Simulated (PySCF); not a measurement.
## Bonding in `C=C[C@H]1CO[SiH2]O1`

Species: C₄H₈O₂Si.
Atom-mapped SMILES: `[CH2:1]=[CH:2][C@H:3]1[CH2:4][O:5][SiH2:6][O:7]1` (hydrogens: H8, H9 on C1; H10 on C2; H11 on C3; H12, H13 on C4; H14, H15 on Si6)

Structure used (GFN2-xTB), in Å, numbered top down from 1:
```
atom  x, y, z in Å
C1    -2.5357   -0.3576   -0.2992
C2    -1.3021   -0.0197   -0.6207
C3    -0.1607    0.0381    0.3482
C4     0.8994   -1.0415   -0.0037
O5     1.9273   -0.4258   -0.7187
Si6    1.8828    1.2085   -0.5767
O7     0.4850    1.2825    0.2722
H8    -3.3240   -0.3998   -1.0311
H9    -2.8071   -0.6088    0.7131
H10   -1.0322    0.2448   -1.6340
H11   -0.5232   -0.0944    1.3736
H12    1.3110   -1.4844    0.9095
H13    0.4619   -1.8332   -0.6186
H14    1.7699    1.7729   -1.9119
H15    2.9433    1.7265    0.2704
```

Bond orders from the PBE0/pcSseg-1 density (PySCF). Geometry: GFN2-xTB, one conformer, isolated molecule.

(1) How far do the computed orders between heavy atoms stray from the drawn ones?

(2) Set the Mayer orders of the bonds between heavy atoms beside their lengths.

Answers

(1) The largest departure is 0.136, at O7–C3 (drawn single, 0.864). Drawn single, order below 0.88: O7–C3 (0.864).

(2) 
| bond | drawn as | length (Å) | Mayer order |
| --- | --- | --- | --- |
| C1–C2 | double | 1.319 | 1.980 |
| C2–C3 | single | 1.498 | 0.970 |
| C3–C4 | single | 1.553 | 1.001 |
| C4–O5 | single | 1.395 | 0.892 |
| O5–Si6 | single | 1.641 | 0.979 |
| Si6–O7 | single | 1.637 | 0.986 |
| O7–C3 | single | 1.404 | 0.864 |

Bonds between the same two heavy elements. C–C: lowest C2–C3 (0.970, 1.498 Å), highest C1–C2 (1.980, 1.319 Å); in 1 of the 3 pairs the longer bond (by over 0.003 Å) has the higher order (by 0.02 or more). C–O: lowest O7–C3 (0.864, 1.404 Å), highest C4–O5 (0.892, 1.395 Å). O–Si: all 2 within 0.02 of one another (0.979 to 0.986).

**Question.** And the bonds to hydrogen?

**Answer.** C–H: 0.95 to 0.96 (6 bonds); H–Si: 0.90 (2 bonds).

**Question.** Sum the orders of all bonds at each heavy atom with more than one neighbour and set the sums beside the valence in the SMILES.

**Answer.** C1 3.885 (drawn 4), C2 3.898 (drawn 4), C3 3.789 (drawn 4), C4 3.796 (drawn 4), O5 1.871 (drawn 2), Si6 3.763 (drawn 4), O7 1.850 (drawn 2). Orders between atoms that aren't bonded are not in these sums.

The Mayer order sums products of elements of PS (density times overlap matrix) between the two atoms' basis functions, so it depends on the basis set.
